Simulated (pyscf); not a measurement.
## Hydrogen abstraction: F–N•–F (SMILES F[N]F) + GeH₄ (SMILES [GeH4]) → F–NH–F (SMILES FNF) + GeH₃• (SMILES [GeH3])

Gas phase, doublet surface, charge 0. Bonds broken: Ge4–H5. Bonds formed: N2–H5. Structures and frequencies: ωB97X-D3(BJ)/def2-SVP in PySCF.

Transition state (Å):

```xyz
8

F     -0.1574    -0.1344     1.8743
N     -1.2318    -0.7290     1.2847
F     -0.7374    -1.9243     0.8556
Ge    -0.7579     0.5881    -1.4009
H     -1.2550    -0.0875     0.1637
H     -1.0171     2.1021    -1.4074
H      0.7421     0.2889    -1.5338
H     -1.5551    -0.1122    -2.5113
```

One imaginary mode, 1886i cm⁻¹; descent along it reached the two sides named.

| bond | change | reactant side (Å) | saddle | product side |
|---|---|---|---|---|
| Ge4–H5 | breaks | 1.534 | 1.775 | 3.1 |
| N2–H5 | forms | 3.5 | 1.292 | 1.033 |

Electronic energies relative to the separated reactants (kcal/mol):

```json
[
 {"level": "ωB97X-D3(BJ)/def2-TZVP", "barrier": "20.4", "reaction energy": "+13.5"},
 {"level": "PBE/def2-TZVP", "barrier": "11.6", "reaction energy": "+11.2"},
 {"level": "r²SCAN/def2-TZVP", "barrier": "14.7", "reaction energy": "+12.8"},
 {"level": "B3LYP-D3(BJ)/def2-TZVP", "barrier": "16.1", "reaction energy": "+11.4"},
 {"level": "PBE0-D3(BJ)/def2-TZVP", "barrier": "15.9", "reaction energy": "+11.0"},
 {"level": "M06-2X/def2-TZVP", "barrier": "16.3", "reaction energy": "+5.0"},
 {"level": "ωB97M-D3(BJ)/def2-TZVP", "barrier": "19.4", "reaction energy": "+9.3"},
 {"level": "HF/def2-TZVP", "barrier": "38.7", "reaction energy": "+15.8"}
]
```

With ωB97M-D3(BJ)/def2-TZVP energies and thermal terms (ideal gas, 1 atm, RRHO with modes under 100 cm⁻¹ raised to 100, one conformer, R ln 2 for chiral ones without a mode under 150 cm⁻¹), in kcal/mol:

```csv
T (K),ΔH‡,ΔG‡,ΔH,ΔG
298,18.5,26.7,+11.9,+10.8
600,19.3,34.8,+11.7,+9.7
900,20.1,42.3,+11.4,+8.8
1200,20.9,49.6,+11.1,+7.9
```

This is the saddle that the search found; another between the same sides may lie lower. The angle at the transferred H is 162°. Elements up to Kr have no core potential and no relativistic terms here.
